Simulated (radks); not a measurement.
Lu3+, 68 electrons, occupied as [Xe] 4f14.

Calculated with a radial shooting solver on a logarithmic mesh with Libxc functionals: Dirac Kohn-Sham, Slater X-alpha with alpha = 0.562, spin-unpolarised, spherical densities, point nucleus.

Energy parts (eV):
| part | energy |
|---|---|
| total | -395078.09 |
| kinetic | 440544.50 |
| electron-nucleus | -982307.53 |
| Hartree | 153207.34 |
| exchange | -6522.40 |

Orbitals (lengths in bohr, moments of r in powers of bohr; <r^-3> diverges for s and p1/2; r(max) is where P^2 peaks):
[
 {"orbital": "1s1/2", "occ.": "2", "eigenvalue (eV)": "-63021.65", "<r>": "0.01934", "r(max)": "0.01215", "<r^-3>": "-", "<r^4>": "7.104e-07", "small-component weight": "7.10e-02"},
 {"orbital": "2s1/2", "occ.": "2", "eigenvalue (eV)": "-10725.84", "<r>": "0.08138", "r(max)": "0.06961", "<r^-3>": "-", "<r^4>": "0.0001083", "small-component weight": "1.60e-02"},
 {"orbital": "2p1/2", "occ.": "2", "eigenvalue (eV)": "-10235.94", "<r>": "0.06752", "r(max)": "0.05200", "<r^-3>": "-", "<r^4>": "0.00006579", "small-component weight": "1.60e-02"},
 {"orbital": "2p3/2", "occ.": "4", "eigenvalue (eV)": "-9124.219", "<r>": "0.07514", "r(max)": "0.05853", "<r^-3>": "14090", "<r^4>": "0.00009262", "small-component weight": "1.46e-02"},
 {"orbital": "3s1/2", "occ.": "2", "eigenvalue (eV)": "-2444.159", "<r>": "0.2127", "r(max)": "0.1965", "<r^-3>": "-", "<r^4>": "0.004068", "small-component weight": "5.19e-03"},
 {"orbital": "3p1/2", "occ.": "2", "eigenvalue (eV)": "-2228.078", "<r>": "0.2026", "r(max)": "0.1843", "<r^-3>": "-", "<r^4>": "0.003621", "small-component weight": "5.13e-03"},
 {"orbital": "3p3/2", "occ.": "4", "eigenvalue (eV)": "-1991.473", "<r>": "0.2168", "r(max)": "0.1979", "<r^-3>": "3122", "<r^4>": "0.004669", "small-component weight": "4.72e-03"},
 {"orbital": "3d3/2", "occ.": "4", "eigenvalue (eV)": "-1624.416", "<r>": "0.1904", "r(max)": "0.1554", "<r^-3>": "535.7", "<r^4>": "0.003227", "small-component weight": "4.61e-03"},
 {"orbital": "3d5/2", "occ.": "6", "eigenvalue (eV)": "-1572.831", "<r>": "0.1948", "r(max)": "0.1592", "<r^-3>": "462.2", "<r^4>": "0.003489", "small-component weight": "4.49e-03"},
 {"orbital": "4s1/2", "occ.": "2", "eigenvalue (eV)": "-503.0810", "<r>": "0.4792", "r(max)": "0.4475", "<r^-3>": "-", "<r^4>": "0.09834", "small-component weight": "1.69e-03"},
 {"orbital": "4p1/2", "occ.": "2", "eigenvalue (eV)": "-415.4985", "<r>": "0.4864", "r(max)": "0.4484", "<r^-3>": "-", "<r^4>": "0.1092", "small-component weight": "1.60e-03"},
 {"orbital": "4p3/2", "occ.": "4", "eigenvalue (eV)": "-361.4485", "<r>": "0.5196", "r(max)": "0.4775", "<r^-3>": "712.3", "<r^4>": "0.1420", "small-component weight": "1.44e-03"},
 {"orbital": "4d3/2", "occ.": "4", "eigenvalue (eV)": "-217.5998", "<r>": "0.5433", "r(max)": "0.4772", "<r^-3>": "105.4", "<r^4>": "0.1929", "small-component weight": "1.25e-03"},
 {"orbital": "4d5/2", "occ.": "6", "eigenvalue (eV)": "-207.7709", "<r>": "0.5551", "r(max)": "0.4866", "<r^-3>": "89.08", "<r^4>": "0.2102", "small-component weight": "1.21e-03"},
 {"orbital": "4f5/2", "occ.": "6", "eigenvalue (eV)": "-32.2822", "<r>": "0.7239", "r(max)": "0.4676", "<r^-3>": "13.99", "<r^4>": "1.400", "small-component weight": "7.63e-04"},
 {"orbital": "4f7/2", "occ.": "8", "eigenvalue (eV)": "-30.7976", "<r>": "0.7398", "r(max)": "0.4732", "<r^-3>": "13.29", "<r^4>": "1.570", "small-component weight": "7.42e-04"},
 {"orbital": "5s1/2", "occ.": "2", "eigenvalue (eV)": "-83.6855", "<r>": "1.174", "r(max)": "1.046", "<r^-3>": "-", "<r^4>": "3.591", "small-component weight": "3.46e-04"},
 {"orbital": "5p1/2", "occ.": "2", "eigenvalue (eV)": "-59.4254", "<r>": "1.313", "r(max)": "1.137", "<r^-3>": "-", "<r^4>": "5.951", "small-component weight": "2.75e-04"},
 {"orbital": "5p3/2", "occ.": "4", "eigenvalue (eV)": "-52.4611", "<r>": "1.421", "r(max)": "1.227", "<r^-3>": "89.88", "<r^4>": "8.180", "small-component weight": "2.35e-04"}
]

The highest occupied level is 4f7/2 at -30.798 eV. For comparison, the ionisation energy in NIST's Atomic Spectra Database is 45.25 eV (semi-empirical). In exact Kohn-Sham theory the highest level is minus the ionisation energy, but local and semilocal functionals leave it too shallow, through self-interaction and a potential that decays too fast; potentials with the right tail come closer. Summed over all electrons, <r^2> = 32.90 bohr^2, which gives a Langevin (diamagnetic) susceptibility term of -26.1 x 10^-6 cm^3/mol.
